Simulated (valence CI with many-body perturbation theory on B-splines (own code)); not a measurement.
The numbers below are computed, except where a source is named.
# Level structure of Ir64+

Level of theory: valence CI with perturbative core correlation (CI+MBPT): three valence electrons over a frozen Dirac-Fock core [Ne], a basis of 11 s, 11 p, 9 d, 7 f, 5 g, 2 h, 1 i functions for each j, with the one-electron correlation potential Σ1 (screened to all orders), the two-electron term Σ2, the three-electron term Σ3, Breit, model QED; selected single and double excitations, second order for the rest (own B-spline code, finite nucleus).

The last digits are not significant, and no measured levels were compared; by estimate large intervals hold to a few tenths of a per cent, small ones and those within an open d or f shell to about a per cent.

Levels 46 to 68 of 68, with energies above the lowest level, (3s^2 3p1/2) J=1/2. "Leading %" is the weight of the configuration and term that name the level; weights of strongly mixed levels are sums over their largest components and can fall short. In the jj column 3d3/2^4 stands for four electrons in 3d with j = 3/2.

```csv
No.,Configuration,Term,J,E (Ry),Leading %,Leading jj,g
46,3p2 3d,2D,3/2,108.69,33,3p1/2 3p3/2 3d3/2 (81 %),1.069
47,3p2 3d,2D,5/2,108.77,30,3p1/2 3p3/2 3d3/2 (84 %),1.127
48,3p2 3d,4P,1/2,109.05,31,3p1/2 3p3/2 3d3/2 (86 %),1.683
49,3s 3d2,4F,3/2,110.82,69,3s 3d3/2^2 (80 %),0.580
50,3s 3d2,4F,5/2,111.90,43,3s 3d3/2^2 (76 %),1.063
51,3s 3d2,4P,1/2,113.40,56,3s 3d3/2^2 (83 %),2.225
52,3p2 3d,4D,7/2,113.55,48,3p1/2 3p3/2 3d5/2 (98 %),1.295
53,3p2 3d,2G,9/2,114.13,59,3p1/2 3p3/2 3d5/2 (91 %),1.170
54,3p2 3d,2P,3/2,114.44,50,3p1/2 3p3/2 3d5/2 (94 %),1.327
55,3p2 3d,2D,5/2,114.76,44,3p1/2 3p3/2 3d5/2 (90 %),1.117
56,3p2 3d,2F,7/2,115.68,49,3p1/2 3p3/2 3d5/2 (77 %),1.127
57,3p2 3d,4P,5/2,115.85,42,3p1/2 3p3/2 3d5/2 (93 %),1.256
58,3p2 3d,2P,1/2,116.67,44,3p1/2 3p3/2 3d5/2 (85 %),1.225
59,3p2 3d,2D,3/2,116.96,59,3p1/2 3p3/2 3d5/2 (92 %),0.939
60,3s 3d2,4F,7/2,117.90,78,3s 3d3/2 3d5/2 (81 %),1.188
61,3s 3d2,4F,5/2,117.99,47,3s 3d3/2 3d5/2 (96 %),1.174
62,3s 3d2,4P,3/2,118.47,84,3s 3d3/2 3d5/2 (99 %),1.546
63,3s 3d2,2G,9/2,119.15,57,3s 3d3/2 3d5/2 (88 %),1.182
64,3s 3d2,2F,5/2,119.73,49,3s 3d3/2 3d5/2 (84 %),1.118
65,3s 3d2,2G,7/2,119.75,73,3s 3d3/2 3d5/2 (94 %),0.950
66,3s 3d2,2P,3/2,120.15,35,3s 3d3/2 3d5/2 (84 %),1.070
67,3s 3d2,2P,1/2,120.90,56,3s 3d3/2 3d5/2 (80 %),1.210
68,3p 3d2,4G°,5/2,122.00,52,3p1/2 3d3/2^2 (100 %),0.735
```
